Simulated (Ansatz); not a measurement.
Input for Ansatz (an electronic-structure program): U-CAM-B3LYP/def2-TZVPPD on O2 (SMILES O=O). The basis file is the Basis Set Exchange's JSON of that set.

Ansatz 0.2 input:
```yaml
crystal:
  periodic: [false, false, false]
  atoms:
    - {symbol: O, position_ang: [-0.00000000, -0.00000000, 0.60213308]}
    - {symbol: O, position_ang: [0.00000000, 0.00000000, -0.60213308]}
basis:
  gaussian:
    orbitals: def2-TZVPPD.json
hamiltonian:
  xc: {name: CAM-B3LYP}
magnetization: {spin_polarized: true, initial_magnetization: 2}
```

Give the final energy of this run.

-150.3459 hartree.
